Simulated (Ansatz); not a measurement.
Two structures of GeSiH4F2, singlet, reached by relaxing down either side of one saddle point (PBE0-D4/def2-TZVP). Energies are electronic, without zero-point energy. Ansatz 0.2.0; basis: def2-TZVPP and def2-QZVPP; cores frozen in the correlated methods. Filled d shells of the heavier atoms are correlated. The def2 sets are not built for correlating such inner shells, so the correlated values are less sure here. Extrapolation: Hartree–Fock as exp(−7.88 √X), correlation as X^−2.97. First:

```xyz
8
angstrom
Ge -0.9325 0.0233 0.7664
Si 0.9279 -0.0558 -0.7115
H 2.0461 -0.9324 -0.2936
F 1.5193 1.4109 -0.8989
F 0.4460 -0.5528 -2.1457
H -1.5213 -1.3862 0.9268
H -2.0113 0.9644 0.2138
H -0.4743 0.5285 2.1426
```

Second:

```csv
atom,x (Å),y (Å),z (Å)
Ge1,-0.9435,-0.1524,0.8904
Si2,1.2911,0.7587,-1.7850
H3,-0.6351,0.5613,-0.4570
F4,2.1737,0.7437,-0.4390
F5,1.2330,-0.8161,-2.1010
H6,-0.1443,-1.4565,0.9285
H7,-2.4510,-0.4263,0.9390
H8,-0.5239,0.7877,2.0239
```

Problem. Which bonds change from the first to the second?

Solution. GeSiH₄F₂ ([F][SiH]([F])[GeH3]) → GeH₄ + SiF₂; bonds formed: Ge1–H3; bonds broken: Ge1–Si2, Si2–H3.

Problem. Give the saddle point's structure and its height above each. (To be estimated.)

Solution. Computed: 66.47 kcal/mol above the first and 32.37 kcal/mol above the second (CCSD(T) at an estimated basis limit (MP2 extrapolated from triple and quadruple zeta, plus CCSD(T) − MP2 in triple zeta)).
```xyz
8
angstrom
Ge -0.8426 -0.1103 0.7492
Si 0.6392 0.5637 -1.0651
H 0.7219 -0.7691 0.0452
F 2.1108 1.0773 -0.6917
F 0.8436 -0.3663 -2.3549
H -1.0861 -1.5758 1.1732
H -2.2147 0.4490 0.3086
H -0.1722 0.7316 1.8354
```

The T1 diagnostic stays at or below 0.014. The restricted Hartree–Fock reference is unstable towards an unrestricted one at one or more of these structures.

Losses and insertions of silylenes and their heavier kin drive the gas-phase chemistry of silicon and germanium vapour deposition.

Labels in which every atom is bracketed show which atoms are joined, not bond orders.

For scale, one of the runs: CCSD(T)/def2-TZVPP, 208 basis functions, launched by `ansatz run in.yaml --threads 4 --pin off --events-out ev --progress --plain --max-ram 9574MiB`. Hardware: 4 CPU threads of an Arm Neoverse V2, shared host. Wall time 87 s; peak host memory 2.9 GiB.
